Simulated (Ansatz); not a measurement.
Geometry optimisation, RKS B3LYP/def2-SVP in Ansatz.

input.yaml

```yaml
crystal:
  periodic: [false, false, false]
  atoms:
    - { symbol: O, position_ang: [-2.1275, 1.7456, 0.86] }
    - { symbol: C, position_ang: [-1.0991, 1.5241, 1.3475] }
    - { symbol: Si, position_ang: [-0.2248, 0.0051, 0.8281] }
    - { symbol: C, position_ang: [0.2509, 0.0836, -0.9905] }
    - { symbol: In, position_ang: [1.2065, -1.5493, -1.8545] }
    - { symbol: H, position_ang: [-0.6664, 2.2049, 2.0907] }
    - { symbol: H, position_ang: [1.0969, -0.0868, 1.5943] }
    - { symbol: H, position_ang: [-0.9818, -1.1597, 1.1227] }
    - { symbol: H, position_ang: [0.8035, 0.9817, -1.1627] }
    - { symbol: H, position_ang: [-0.7722, 0.1395, -1.5304] }
    - { symbol: H, position_ang: [2.4162, -1.381, -0.8804] }
    - { symbol: H, position_ang: [0.1748, -2.563, -1.3909] }
basis:
  gaussian: { orbitals: def2-SVP }
hamiltonian:
  xc: b3lyp
relax:
  f_tol: 0.015
  max_steps: 40
```

Command:

```bash
$ ansatz run input.yaml --threads 2 --pin off --max-ram 3072MiB --backend cpu --events-out ev --progress --plain --runs-dir out
```

Q: Where does it end, and by what steps?

A: It converged. The force dipped under the threshold on the way, but the program's further checks kept it going. After 28 steps the energy has fallen by 2.961 eV; H11 moved furthest, 1.03 Å.

```csv
step,energy less start (eV),largest force component (eV/Å),accepted
0,0.0000,5.157,yes
1,-1.7142,1.538,yes
2,-2.4801,0.812,yes
3,-2.7591,0.306,yes
4,-2.8307,0.923,yes
5,-2.8781,1.353,yes
6,-2.9129,0.447,yes
7,-2.9030,0.367,no
8,-2.9383,0.106,yes
9,-2.9399,0.059,yes
10,-2.9409,0.138,yes
11,-2.9414,0.124,yes
12,-2.9439,0.196,yes
13,-2.9456,0.208,yes
14,-2.9476,0.234,yes
15,-2.9487,0.306,yes
16,-2.9475,0.183,no
17,-2.9525,0.271,yes
18,-2.9569,0.084,yes
19,-2.9460,1.035,no
20,-2.9590,0.046,yes
21,-2.9594,0.172,yes
22,-2.9610,0.014,yes
23,-2.9612,0.021,yes
24,-2.9608,0.143,no
25,-2.9613,0.020,yes
26,-2.9613,0.021,yes
27,-2.9613,0.016,no
28,-2.9613,0.010,yes
```

```xyz
12
Properties=species:S:1:pos:R:3
O -1.891 2.258 0.496
C -1.308 1.666 1.376
Si -0.119 0.177 0.993
C 0.220 0.089 -0.841
In 1.164 -1.752 -1.572
H -1.469 1.969 2.453
H 1.125 0.352 1.806
H -0.816 -1.042 1.516
H 0.866 0.939 -1.119
H -0.744 0.210 -1.364
H 2.900 -1.838 -1.666
H 0.148 -3.083 -2.045
```

Run time: 94 s on 2 threads of Intel(R) Xeon(R) Platinum 8488C (Sapphire Rapids), with other jobs on the host, peak memory 0.34 GiB.
